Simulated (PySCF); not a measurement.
Coordinates in bohr (charge 1 multiplicity 1):
```
V     0.0000    0.0000    0.0000
F    -1.7801   -1.7801    1.7801
F     1.7801    1.7801    1.7801
F     1.7801   -1.7801   -1.7801
F    -1.7801    1.7801   -1.7801
```

Computed with PySCF, PBE0, basis V def2-SVP, F def2-SVP (no relativity, density fitting).

This geometry of VF₄⁺ is a stationary point at this level.

Question: What is the point group?

Answer: Td.

Question: Is it a minimum?

Answer: Yes: all harmonic wavenumbers are real.

Question: List the harmonic modes with their infrared intensities.

Answer: 
| symmetry | ω (cm⁻¹) | IR (km/mol, summed over degenerate members) | type |
| --- | --- | --- | --- |
| e | 244 | 0.0 | bend |
| t2 | 269 | 42.3 | bend |
| a1 | 845 | 0.0 | stretch |
| t2 | 971 | 520 | stretch |

Question: Give the ideal-gas entropy at 298.15 K and 1 bar by parts.

Answer: translation 169.3, rotation 89.0, vibration 37.0, spin 0.0; total 295.3 J/(mol K).

In Td the vibrations span e + 2t2 + a1. The a1, e modes carry no infrared intensity, as symmetry demands.

Stability towards spin polarisation was not tested. Only a few start shapes were tried, so a lower isomer may exist.
